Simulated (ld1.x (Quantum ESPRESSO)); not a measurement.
**Varying the ultrasoft potential for Ga**

Base potential:

```
Element                 : Ga
Generator               : ld1.x (Quantum ESPRESSO) 7.5
Type                    : ultrasoft
Functional              : PBE
Relativity              : scalar-relativistic
Frozen core             : [Ar] 3d10
Valence charge          : 3
Reference configuration : 4s2 4p0.75 (charge +0.25)
Partial waves           : 4s (bound): rcut 1.50, rcutus 1.90 bohr; 4s channel at 0.6 Ry: rcut 1.50, rcutus 1.90 bohr; 4p (bound): rcut 1.65, rcutus 2.15 bohr; 4p channel at 0.7 Ry: rcut 1.65, rcutus 2.15 bohr; 4d channel at 0.2 Ry: rcut 1.80, rcutus 2.05 bohr
Local potential         : all-electron potential smoothed inside 1.90 bohr (lloc = -2)
Core correction         : Bessel-smoothed model core, default radius (core density twice the valence density)
Augmentation charge     : built from norm-conserving waves at rcut, not smoothed further
```

Cutoffs, loose and tight: the cutoffs (Ry, on a coarse ladder) from which the occupation-weighted sum of valence levels, in a spherical-Bessel basis at the reference potential, stays within 10 and 1 mRy of its value at 400 Ry. They do not see the model core or the augmentation charge, which bear on the density cutoff. Test errors are all-electron minus pseudo excitation energies from the reference, over the configurations 4s2 4p1; 4s2 4p0; 4s1 4p0; 4s0 4p3; 4s2 4p1.3; 4s1 4p1; 4s1 4p2. A dash means not determined; rows that change the core or the reference have their own tests. The largest error is taken over the tests solved by every variant that gives reliable tests at all: 4s0 4p3; 4s1 4p1; 4s1 4p2; 4s2 4p0; 4s2 4p1; 4s2 4p1.3.

A true bound ghost makes a file unfit for plane-wave use even where its test errors are small: the radial tests pick states by their node count and pass the ghost by. Where a test does run into it, the solver fails or the error is huge.

The default core radius of the base comes out at 1.55 bohr.

```tsv
change	outcome	cutoff, loose	cutoff, tight	bound ghosts	largest test error (meV)
base	generated	8 Ry	10 Ry	none	-63
type TM; waves now 4s (bound): rc 1.90 bohr; 4p (bound): rc 2.15 bohr; 4d channel at 0.2 Ry: rc 2.05 bohr; local potential the d channel	generated	15 Ry	35 Ry	s, p	-75
local potential all-electron potential smoothed inside 1.60 bohr (lloc = -2)	generated	8 Ry	10 Ry	none	-63
waves 4s (bound): rcut 1.50, rcutus 2.26 bohr; 4s channel at 0.6 Ry: rcut 1.50, rcutus 2.26 bohr	generated	6 Ry	8 Ry	none	-63
wave 4d channel at 0.2 Ry: rcut 1.80, rcutus 2.05 bohr becomes 4d channel at 0.2 Ry: rcut 1.80, rcutus 1.92 bohr	generated	8 Ry	10 Ry	none	-63
wave 4s channel at 0.6 Ry: rcut 1.50, rcutus 1.90 bohr becomes 4s channel at -0.21 Ry: rcut 1.50, rcutus 1.90 bohr	generated	8 Ry	10 Ry	none	-63
functional LDA (PZ); added wave 4d channel at 2.1 Ry: rcut 1.80, rcutus 2.05 bohr	generated	8 Ry	12 Ry	d	-56
reference 4s1 4p2	generated	6 Ry	10 Ry	none	-90
local potential all-electron potential smoothed inside 1.94 bohr (lloc = -2)	generated	8 Ry	10 Ry	none	-63
all radii but the core radius scaled by about 1.34 (s 2.54, p 2.88, d 2.74 bohr, rcut 2.00/2.22/2.42); local potential all-electron potential smoothed inside 2.54 bohr (lloc = -2)	generated	6 Ry	8 Ry	none	-72
core correction none	generated	8 Ry	10 Ry	none	+107
```
